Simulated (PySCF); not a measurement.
tellurium atom (Te), triplet (core potentials on Te). Base run: TPSS/def2-SVP run with PySCF.

Here is a job for PySCF.
```python
from pyscf import gto, scf, dft

mol = gto.Mole()
mol.atom = '''
    Te    0.000000    0.000000    0.000000
'''
mol.basis = 'def2-svp'
mol.ecp = {'Te': 'def2-svp'}
mol.charge = 0
mol.spin = 2
mol.verbose = 5
mol.build()

mf = dft.UKS(mol)
mf.xc = 'tpss'
mf.kernel()
```

Each row names what was changed in the base input (with any setting that the change needs).

| change | E (Eh) | HOMO (eV) | <S^2> | outcome |
|---|---|---|---|---|
| base | -267.86957 | -5.16 | 2.002 | converged |
| functional = r2scan | -268.07918 | -5.33 | 2.003 | converged |
| functional = wb97x_v | -267.95567 | -8.41 | 2.002 | converged |
| functional = wb97x | -268.01602 | -8.35 | 2.002 | converged |
| functional = mn15 | -267.34464 | -6.50 | 2.002 | converged |
| functional = b3lyp | -268.06433 | -5.91 | 2.002 | converged |
| functional = m06 | -268.03670 | -5.96 | 2.001 | converged |
| functional = tpssh | -267.88813 | -5.57 | 2.002 | converged |
| functional = hf | -266.99681 | -8.31 | 2.007 | converged |
| functional = m062x | -267.91251 | -7.03 | 2.006 | converged |
| functional = hse06 | - | - | - | not converged |
| functional = blyp; dispersion = d3zero | - | - | - | not converged |
| functional = pbe0 | -267.98598 | -6.11 | 2.002 | converged |

Totals shift with the method and basis; they matter in differences.

Open shells are given as the SCF converged; they aren't shown to be the lowest states, and a large step between rows can be another state.
